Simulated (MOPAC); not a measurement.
MOPAC input (PM7):

```
PM7 FORCE THERMO(298,298) PRECISE LET CHARGE=-1 GEO-OK AUX(PRECISION=9) THREADS=1
C4H5OSi

Si   -1.95888823 1    0.34559093 1    0.03434713 1
C    -0.24098757 1    0.05991783 1    0.01054368 1
C     0.32817732 1   -1.15921188 1   -0.40675147 1
O     1.66811887 1   -1.06098632 1   -0.30840383 1
C     2.01027939 1    0.20523514 1    0.16862855 1
C     0.86084332 1    0.91956920 1    0.37503344 1
H    -2.47211630 1    0.66503518 1    1.36386508 1
H    -2.37027102 1    1.45899495 1   -0.81666340 1
H    -2.69010413 1   -0.82692741 1   -0.42674275 1
H     3.03983744 1    0.37826679 1    0.27971419 1
H     0.79035002 1    1.92213082 1    0.73678580 1
```

Output:

```
 *******************************************************************************
 **                                                                           **
 **                              MOPAC v23.2.5                                **
 **                                                                           **
 *******************************************************************************
 ** MOPAC's Digital Object Identifier: https://doi.org/10.5281/zenodo.6511958 **
 **                                                                           **
 ** Please cite the open-source release paper for use of this MOPAC version:  **
 ** J. E. Moussa and J. J. P. Stewart (2026)                                  **
 ** MOPAC: An open-source semiempirical molecular orbital program             **
 ** J. Open Source Softw., 11(119), 8025, https://doi.org/10.21105/joss.08025 **
 *******************************************************************************

                              PM7 CALCULATION RESULTS

 *******************************************************************************
 *  PM7        - The PM7 Hamiltonian to be used
 *  GEO-OK     - OVERRIDE INTERATOMIC DISTANCE AND OTHER SAFETY CHECKS
 *
 *
 *
 *                 CHARGE ON SYSTEM = -1
 *
 *
 *
 *  LET        - OVERRIDE SOME SAFETY CHECKS
 *  PRECISE    - TIGHTER CRITERIA TO BE USED
 *  FORCE      - FORCE CALCULATION SPECIFIED
 *  AUX        - OUTPUT AUXILIARY INFORMATION
 *  THERMO     - THERMODYNAMIC QUANTITIES TO BE CALCULATED
 *******************************************************************************
PM7 FORCE THERMO(298,298) PRECISE LET CHARGE=-1 GEO-OK AUX(PRECISION=9) THREADS=1
 C4H5OSi

   ATOM   CHEMICAL          X               Y               Z
  NUMBER   SYMBOL      (ANGSTROMS)     (ANGSTROMS)     (ANGSTROMS)

     1      Si         -1.95888823  *   0.34559093  *   0.03434713  *
     2       C         -0.24098757  *   0.05991783  *   0.01054368  *
     3       C          0.32817732  *  -1.15921188  *  -0.40675147  *
     4       O          1.66811887  *  -1.06098632  *  -0.30840383  *
     5       C          2.01027939  *   0.20523514  *   0.16862855  *
     6       C          0.86084332  *   0.91956920  *   0.37503344  *
     7       H         -2.47211630  *   0.66503518  *   1.36386508  *
     8       H         -2.37027102  *   1.45899495  *  -0.81666340  *
     9       H         -2.69010413  *  -0.82692741  *  -0.42674275  *
    10       H          3.03983744  *   0.37826679  *   0.27971419  *
    11       H          0.79035002  *   1.92213082  *   0.73678580  *

          CARTESIAN COORDINATES

    NO.       ATOM           X           Y           Z

     1        Si         -1.9589      0.3456      0.0343
     2         C         -0.2410      0.0599      0.0105
     3         C          0.3282     -1.1592     -0.4068
     4         O          1.6681     -1.0610     -0.3084
     5         C          2.0103      0.2052      0.1686
     6         C          0.8608      0.9196      0.3750
     7         H         -2.4721      0.6650      1.3639
[...]
 VIBRATION         23    9A"          ATOM PAIR      ENERGY CONTRIBUTION    RADIAL
 FREQUENCY          2285.76         Si 1 -- H  8         +49.7% ( 71.2%)     98.3%
 TRANSITION DIPOLE   0.2604         Si 1 -- H  7         +49.7% ( 71.2%)     98.3%
 TRAVEL (Ang.)       0.2408         Si 1 -- C  3          +0.2% (  4.7%)      0.0%
 REDUCED MASS        0.5089         Si 1 -- C  2          +0.2% (  4.7%)      0.0%
 EFFECTIVE MASS      1.3930
 FORCE CONSTANT      1.5666

 VIBRATION         24   15A'          ATOM PAIR      ENERGY CONTRIBUTION    RADIAL
 FREQUENCY          2296.30         Si 1 -- H  8         +40.9% ( 64.2%)     96.8%
 TRANSITION DIPOLE   0.3034         Si 1 -- H  7         +40.9% ( 64.2%)     96.8%
 TRAVEL (Ang.)       0.2764         Si 1 -- H  9         +17.8% ( 42.4%)     96.2%
 REDUCED MASS        0.3844         Si 1 -- C  3          +0.2% (  4.4%)     49.8%
 EFFECTIVE MASS      1.3355
 FORCE CONSTANT      1.1943

 VIBRATION         25   16A'          ATOM PAIR      ENERGY CONTRIBUTION    RADIAL
 FREQUENCY          2310.91         Si 1 -- H  9         +83.1% ( 90.6%)     99.8%
 TRANSITION DIPOLE   0.1870         Si 1 -- H  8          +8.4% ( 28.7%)     83.6%
 TRAVEL (Ang.)       0.2069         Si 1 -- H  7          +8.4% ( 28.7%)     83.6%
 REDUCED MASS        0.6816         Si 1 -- C  3          +0.1% (  3.4%)     10.4%
 EFFECTIVE MASS      1.2005
 FORCE CONSTANT      2.1444

 VIBRATION         26   17A'          ATOM PAIR      ENERGY CONTRIBUTION    RADIAL
 FREQUENCY          2798.76         C  6 -- H 11         +84.9% ( 94.7%)    100.0%
 TRANSITION DIPOLE   0.5919         C  5 -- H 10          +9.8% ( 32.2%)     99.8%
 TRAVEL (Ang.)       0.1783         O  4 -- C  6          +1.3% ( 11.6%)     93.2%
 REDUCED MASS        0.7580         C  3 -- C  6          +1.3% ( 11.6%)     85.9%
 EFFECTIVE MASS      1.4136
 FORCE CONSTANT      3.4983

 VIBRATION         27   18A'          ATOM PAIR      ENERGY CONTRIBUTION    RADIAL
 FREQUENCY          2814.25         C  5 -- H 10         +83.5% ( 94.6%)    100.0%
 TRANSITION DIPOLE   0.7645         C  6 -- H 11          +9.5% ( 31.9%)    100.0%
 TRAVEL (Ang.)       0.1779         C  5 -- C  6          +2.0% ( 14.5%)     88.9%
 REDUCED MASS        0.7570         C  3 -- C  5          +1.5% ( 12.6%)     71.5%
 EFFECTIVE MASS      1.5344
 FORCE CONSTANT      3.5323

      SYMMETRY NUMBER FOR POINT-GROUP Cs  =  1

          SYSTEM IS A GROUND STATE

 C4H5OSi

          MOLECULE IS NOT LINEAR

          THERE ARE 27 GENUINE VIBRATIONS IN THIS SYSTEM
          THIS THERMODYNAMICS CALCULATION IS LIMITED TO
          MOLECULES WHICH HAVE NO INTERNAL ROTATIONS

                    CALCULATED THERMODYNAMIC PROPERTIES
                                          *
   TEMP. (K)   PARTITION FUNCTION   H.O.F.    ENTHALPY  HEAT CAPACITY ENTROPY
                                   KCAL/MOL   CAL/MOLE    CAL/K/MOL  CAL/K/MOL

 298.00  VIB.     0.1733D+02                  2116.5961    16.0402    12.7711
         ROT.     0.1582D+06                   888.2803     2.9808    26.7704
         INT.     0.2741D+07                  3004.8764    19.0210    39.5415
         TRA.     0.9260D+27                  1480.4672     4.9680    39.6301
         TOT.                       -4.096    4485.3436    23.9891    79.1717

   *: NOTE: HEATS OF FORMATION ARE RELATIVE TO THE
            ELEMENTS IN THEIR STANDARD STATE AT 298K
              (=  Standard Enthalpy of Formation).

            Hvib:  Zero-point energy is not included.
                   frequencies of less than zero cm-1 are not included.
            Hrot = (3/2)RT
            Htra = (3/2)RT + pV = (5/2)RT

            Heat capacity is Cp, not Cv

          For more information, see: HTTP://OpenMOPAC.net/Manual/thermochemistry.html

           FORCE CONSTANT IN CARTESIAN COORDINATES (Millidynes/A)

    ATOM   CHEMICAL       X               Y               Z
   NUMBER   SYMBOL  FORCE CONSTANT  FORCE CONSTANT  FORCE CONSTANT

      1      Si        5.088666        4.931703        4.716093
      2       C       10.167078        7.373741        1.727692
      3       C        6.288016        7.546834        1.041685
      4       O        6.469348        6.771878        1.059600
      5       C       13.328993        7.925066        1.847874
      6       C       10.468017       10.935540        2.142053
      7       H        0.726575        0.864210        2.033202
      8       H        0.726549        0.864242        2.033196
      9       H        0.671241        2.713748        0.272400
     10       H        3.958025        1.197068        0.290885
     11       H        1.014188        4.181058        0.373602

 **********************
 *                    *
 * JOB ENDED NORMALLY *
 *                    *
 **********************

 == MOPAC DONE ==
```

The dipole moment of an ion depends on the origin.
